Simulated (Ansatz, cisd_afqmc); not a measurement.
Species: Ge, charge 1, doublet.

Total energies in aug-cc-pVDZ, 3 correlated electrons, 14 frozen orbitals. Radicals and triplets start from unrestricted determinants; spin-orbit coupling is neglected. Cores are frozen in correlated methods (noble-gas shells, and filled d and f shells in the p block). No relativity. The Monte Carlo rows (phaseless AFQMC, CISD trial, step 0.005/hartree) carry one-sigma bars that omit the constraint's bias. Outlying blocks are dropped, and bars are widened where a walk drifts. Over all cases where full CI ran beside it in this data, AFQMC minus full CI had a median of +0.1 mEh and passed +0.4 mEh in a tenth of the cases.

```
method         program          energy (Eh)  minus CCSDT (mEh)
----------  ----------  -------------------  -----------------
HF              Ansatz          -2075.01899              47.85
MP2             Ansatz          -2075.05062              16.22
CCSD            Ansatz          -2075.06614               0.70
CCSD(T)         Ansatz          -2075.06662               0.21
CCSDT           Ansatz          -2075.06683               0.00
AFQMC/CISD  cisd_afqmc  -2075.0668 ± 0.0001          0.1 ± 0.1
```

Ansatz is a first-principles code.
